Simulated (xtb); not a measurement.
Input file for xtb: GFN2-xTB on H2 (SMILES [H][H]).

```
$ xtb mol.xyz --gfn 2 --sp --chrg 0 --uhf 0
2

H      0.00000000     0.00000000     0.37198582
H     -0.00000000    -0.00000000    -0.37198582
```

Output:

```
[...]
           -------------------------------------------------
          |                Calculation Setup                |
           -------------------------------------------------



           -------------------------------------------------
          |                 G F N 2 - x T B                 |
           -------------------------------------------------

        Reference                      10.1021/acs.jctc.8b01176
      * Hamiltonian:
        H0-scaling (s, p, d)           1.850000    2.230000    2.230000
        zeta-weighting                 0.500000
      * Dispersion:
        s8                             2.700000
        a1                             0.520000
        a2                             5.000000
        s9                             5.000000
      * Repulsion:
        kExp                           1.500000    1.000000
        rExp                           1.000000
      * Coulomb:
        alpha                          2.000000
        third order                    shell-resolved
        anisotropic                    true
        a3                             3.000000
        a5                             4.000000
        cn-shift                       1.200000
        cn-exp                         4.000000
        max-rad                        5.000000


          ...................................................
          :                      SETUP                      :
          :.................................................:
          :  # basis functions                   2          :
          :  # atomic orbitals                   2          :
          :  # shells                            2          :
          :  # electrons                         2          :
          :  max. iterations                   250          :
          :  Hamiltonian                  GFN2-xTB          :
          :  restarted?                      false          :
          :  GBSA solvation                  false          :
          :  PC potential                    false          :
          :  electronic temp.          300.0000000     K    :
          :  accuracy                    1.0000000          :
          :  -> integral cutoff          0.2500000E+02      :
          :  -> integral neglect         0.1000000E-07      :
          :  -> SCF convergence          0.1000000E-05 Eh   :
          :  -> wf. convergence          0.1000000E-03 e    :
          :  Broyden damping             0.4000000          :
          :  net charge                          0          :
          :  unpaired electrons                  0          :
          ...................................................

 iter      E             dE          RMSdq      gap      omega  full diag
   1     -1.0208079 -0.102081E+01  0.402E+00   20.35       0.0  T
   2     -1.0208079  0.444089E-15  0.241E+00   19.28       1.0  T
   3     -1.0208079  0.000000E+00  0.145E-04   17.68     489.1  T
   4     -1.0208079 -0.444089E-15  0.357E-14   17.68  100000.0  T

   *** convergence criteria satisfied after 4 iterations ***

         #    Occupation            Energy/Eh            Energy/eV
      -------------------------------------------------------------
         1        2.0000           -0.4704146             -12.8006 (HOMO)
         2                          0.1793166               4.8795 (LUMO)
      -------------------------------------------------------------
                  HL-Gap            0.6497313 Eh           17.6801 eV
             Fermi-level           -0.1455490 Eh           -3.9606 eV

 SCC (total)                   0 d,  0 h,  0 min,  0.002 sec
 SCC setup                      ...        0 min,  0.000 sec (  8.676%)
 Dispersion                     ...        0 min,  0.000 sec (  4.403%)
 classical contributions        ...        0 min,  0.000 sec (  1.710%)
 integral evaluation            ...        0 min,  0.000 sec (  5.111%)
 iterations                     ...        0 min,  0.001 sec ( 64.791%)
 molecular gradient             ...        0 min,  0.000 sec (  9.772%)
 printout                       ...        0 min,  0.000 sec (  4.551%)

         :::::::::::::::::::::::::::::::::::::::::::::::::::::
         ::                     SUMMARY                     ::
         :::::::::::::::::::::::::::::::::::::::::::::::::::::
         :: total energy              -0.982132753233 Eh    ::
         :: gradient norm              0.026287817888 Eh/a0 ::
         :: HOMO-LUMO gap             17.680088041743 eV    ::
         ::.................................................::
         :: SCC energy                -1.020807929602 Eh    ::
         :: -> isotropic ES            0.000000000000 Eh    ::
         :: -> anisotropic ES          0.007892302138 Eh    ::
         :: -> anisotropic XC          0.008756823642 Eh    ::
         :: -> dispersion             -0.000052469204 Eh    ::
         :: repulsion energy           0.038675176369 Eh    ::
         :: add. restraining           0.000000000000 Eh    ::
         :: total charge               0.000000000000 e     ::
         :::::::::::::::::::::::::::::::::::::::::::::::::::::

           -------------------------------------------------
          |                Property Printout                |
           -------------------------------------------------

    * Orbital Energies and Occupations

         #    Occupation            Energy/Eh            Energy/eV
      -------------------------------------------------------------
         1        2.0000           -0.4704146             -12.8006 (HOMO)
         2                          0.1793166               4.8795 (LUMO)
      -------------------------------------------------------------
                  HL-Gap            0.6497313 Eh           17.6801 eV
             Fermi-level           -0.1455490 Eh           -3.9606 eV

     #   Z          covCN         q      C6AA      α(0)
     1   1 H        0.896     0.000     3.066     2.740
     2   1 H        0.896     0.000     3.066     2.740

 Mol. C6AA /au·bohr⁶  :         12.262030
 Mol. C8AA /au·bohr⁸  :        148.227706
 Mol. α(0) /au        :          5.479479


Wiberg/Mayer (AO) data.
largest (>0.10) Wiberg bond orders for each atom

 ---------------------------------------------------------------------------
     #   Z sym  total        # sym  WBO       # sym  WBO       # sym  WBO
 ---------------------------------------------------------------------------
     1   1 H    1.000 --     2 H    1.000
     2   1 H    1.000 --     1 H    1.000
 ---------------------------------------------------------------------------

Topologies differ in total number of bonds
Writing topology from bond orders to xtbtopo.mol

molecular dipole:
                 x           y           z       tot (Debye)
 q only:        0.000       0.000       0.000
   full:        0.000       0.000       0.000       0.000
molecular quadrupole (traceless):
                xx          xy          yy          xz          yz          zz
 q only:       -0.000       0.000      -0.000       0.000       0.000       0.000
  q+dip:       -0.393       0.000      -0.393       0.000       0.000       0.787
   full:       -0.158       0.000      -0.158       0.000       0.000       0.316


           -------------------------------------------------
          | TOTAL ENERGY               -0.982132753233 Eh   |
          | GRADIENT NORM               0.026287817888 Eh/α |
          | HOMO-LUMO GAP              17.680088041743 eV   |
           -------------------------------------------------

------------------------------------------------------------------------
------------------------------------------------------------------------
 total:
Note: The following floating-point exceptions are signalling: IEEE_DENORMAL
normal termination of xtb
 SCF:
```

The run finished.

Cost: very roughly 0.07 core-seconds.
